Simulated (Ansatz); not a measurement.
Ansatz (an electronic-structure program) input (B3LYP/def2-TZVPD):

Ansatz 0.2 input:
```yaml
crystal:
  periodic: [false, false, false]
  atoms:
    - {symbol: Li, position_ang: [-0.00000000, -0.00000000, -1.22408035]}
    - {symbol: O, position_ang: [0.00000000, 0.00000000, 0.45903013]}
basis:
  gaussian:
    orbitals: def2-TZVPD
hamiltonian:
  xc: {name: B3LYP}
magnetization: {spin_polarized: true, initial_magnetization: 1}
output: {forces: true}
```

End of the output:

```
integrals: 0.01 GiB planned
349 factors; their error is unknown
mean field: 0.12 GiB planned
mean field evaluation 1: about -2247.1295 eV, gradient 3.2e1 eV
mean field evaluation 2: about -2178.2160 eV, gradient 1.0e2 eV
mean field evaluation 4: about -2251.0739 eV, gradient 1.2e0 eV
mean field evaluation 8: about -2251.0840 eV, gradient 1.1e-2 eV
mean field evaluation 16: about -2251.0840 eV, gradient 2.4e-5 eV
mean field -2251.08401518 eV, -82.7258117183 hartree, gradient 1.3e-5 eV, S^2 0.753839; 1 other end points of the search recorded, 0 dependent functions left out
the calculation of the forces begins
reference -2251.08420570 eV, -82.7258187199 hartree; 6, 5 occupied and 51, 52 virtual orbitals, 349 factors
Total energy: -2251.08420570 eV, -82.7258187199 hartree
Atom 0 at    -0.000000    -0.000000    -1.224080 Å, force     0.000000    -0.000000    -0.081136 eV/Å
Atom 1 at     0.000000     0.000000     0.459030 Å, force    -0.000000     0.000000     0.081136 eV/Å
Dipole moment:     0.000000     0.000000    -1.354649 e Å
```
